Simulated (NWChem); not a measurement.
System: C3HClF2; SMILES ClC(F)=C=CF

```xyz
7

F      0.3090    -2.8803    -0.4432
C      0.0756    -1.9515     0.4999
C     -0.1689    -0.6845     0.2338
C     -0.3947     0.5961     0.0333
F     -1.6093     1.1254    -0.1369
Cl     0.8498     1.8041    -0.0442
H      0.1119    -2.3795     1.5190
```
Atoms are numbered in this order, from 1.

Level: PBE-D3(BJ)/def2-SVP (NWChem), optimised geometry, unscaled harmonic frequencies. 

Problem. List the harmonic frequencies with IR intensities, and the thermochemistry.

Solution. 
```json
[
 {"frequency (cm⁻¹)": "99", "IR intensity (km/mol)": "0.1"},
 {"frequency (cm⁻¹)": "119", "IR intensity (km/mol)": "0.5"},
 {"frequency (cm⁻¹)": "270", "IR intensity (km/mol)": "6.1"},
 {"frequency (cm⁻¹)": "356", "IR intensity (km/mol)": "3.5"},
 {"frequency (cm⁻¹)": "484", "IR intensity (km/mol)": "0.6"},
 {"frequency (cm⁻¹)": "502", "IR intensity (km/mol)": "4.1"},
 {"frequency (cm⁻¹)": "557", "IR intensity (km/mol)": "9.2"},
 {"frequency (cm⁻¹)": "704", "IR intensity (km/mol)": "102.5"},
 {"frequency (cm⁻¹)": "840", "IR intensity (km/mol)": "5.2"},
 {"frequency (cm⁻¹)": "1020", "IR intensity (km/mol)": "250.3"},
 {"frequency (cm⁻¹)": "1119", "IR intensity (km/mol)": "294.9"},
 {"frequency (cm⁻¹)": "1243", "IR intensity (km/mol)": "27.9"},
 {"frequency (cm⁻¹)": "1440", "IR intensity (km/mol)": "18.6"},
 {"frequency (cm⁻¹)": "2039", "IR intensity (km/mol)": "446.4"},
 {"frequency (cm⁻¹)": "3087", "IR intensity (km/mol)": "6.8"}
]
```

```yaml
zero_point_energy: 19.8 kcal/mol
thermal correction to the enthalpy at 298.15 K (with zero-point energy): 24.2 kcal/mol
heat capacity Cv: 19.1 cal/(mol K)
entropy at 298.15 K and 1 atm (symmetry number 1): 79.8 cal/(mol K)
dipole_moment: 1.19 D
```

Rigid rotor and harmonic oscillator; modes under 100 cm⁻¹ make the entropy uncertain.
